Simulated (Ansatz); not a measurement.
Ligand-field states of CuF2 at its PBE-D4/def2-TZVP geometry (relaxed as a doublet).

```xyz
3

Cu    0.000    0.000    0.000
F    -1.277   -1.003    0.620
F     1.277    1.003   -0.620
```

CASSCF(9,5) on the Cu 3d shell in def2-TZVP, averaged with equal weights over 5 doublets, then SC-NEVPT2; Ansatz, no spin–orbit coupling. The space holds no ligand orbitals and no second d shell, so covalent complexes are described poorly.

Estimate the states' energies above the lowest.


| state | CASSCF (eV) | NEVPT2 (eV) |
| --- | --- | --- |
| doublet 1 | 0.00 | 0.00 |
| doublet 2 | 0.51 | 0.54 |
| doublet 3 | 0.51 | 0.54 |
| doublet 4 | 1.21 | 1.45 |
| doublet 5 | 1.21 | 1.45 |
The lowest NEVPT2 state is a doublet. It took 3 s on 4 threads of Arm Neoverse V1 on a shared host.
